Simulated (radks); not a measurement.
The mean radii <r> (bohr) of the occupied orbitals of an atom or ion are listed with their occupations. Method: Dirac Kohn-Sham, BLYP, spin-unpolarised, spherical densities, finite nucleus; Fermi nuclear charge, rms radius of each element as measured or else 0.836 A^(1/3) + 0.57 fm; computed with a radial shooting solver on a logarithmic mesh with Libxc functionals.

orbital  occ.      <r>
1s1/2       2  0.01658
2s1/2       2  0.06831
2p1/2       2  0.05606
2p3/2       4  0.06440
3s1/2       2   0.1651

Name the element and its charge. Open shells, if any, fill j = l - 1/2 first.

Answer. Z = 80, mercury, charge +68: Hg68+ in [Ne] 3s2. The 1s radius gives Z: for a bare nucleus <r> = (2 gamma + 1)/(2Z) with gamma = sqrt(1 - (Z/c)^2), 0.0164 bohr for Z = 80, and screening makes it slightly larger (0.01658 here). The occupations add up to 12, and the charge is Z minus that.
